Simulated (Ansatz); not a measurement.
Calculated with Ansatz (gas phase, PBE0-D4/def2-TZVP geometries, no zero-point term in ΔE). CCSD(T)/CBS adds triple-zeta CCSD(T) − MP2 to the extrapolated MP2 energy (def2 sets, frozen cores). This one scheme is used for every species, atoms too. Functionals use def2-TZVPP. B3LYP here is the variant with VWN-RPA as its local correlation; programs differ in this. Open shells (•) are unrestricted, without spin–orbit coupling. Spin–orbit coupling would lower the free atoms: a little for C, O, Si; clearly for Ge. For Ge outer-core shells are correlated without core-valence functions, so the limit isn't a true one: a few kJ/mol of doubt a bond, and 10 to 20 or more in all where bonds break to atoms. Scalar relativity is left out up to krypton. One conformer a species, not always the lowest.

Reaction (atomization): `[OH][GeH2][CH2][SiH3]` → C• + Ge• + 8 H• + O• + Si•

```csv
level,ΔE (kJ/mol)
B3LYP-D4,3885.2
MP2/def2-QZVPP,3895.7
HF/CBS(def2),2885.3
CCSD/CBS(def2),3878.1
```

**Question.** What does CCSD(T)/CBS give? (An estimate is asked.)

**Answer.** The calculation gave: +3922.5 kJ/mol. The listed levels differ from it by -37.3, -26.8, -1037.2, -44.4 kJ/mol.

Largest T1 diagnostic among the species: 0.012.

In def2-TZVPP, CCSD(T) changes the Hartree–Fock value by +954.7 kJ/mol (the triples alone add +44.4 kJ/mol) and MP2 by +963.7 kJ/mol; breaking electron pairs costs correlation energy, which Hartree–Fock lacks. The D4 term adds +39.6 kJ/mol with B3LYP and +20.9 kJ/mol with PBE0; it sums over pairs of atoms, weighted by their polarisabilities, and B3LYP, whose exchange is more repulsive, gets the larger term. From PBE to PBE0 (25 % exact exchange), in def2-TZVPP and without D4, ΔE moves by −31.0 kJ/mol: exact exchange takes away binding that semilocal exchange gives to molecules.

For atomizations the MP2-based limit and the directly extrapolated one differ by several kJ/mol either way, and by 10 to 25 for some Ge, Se and Sn compounds, so smaller differences from it don't rank the levels.
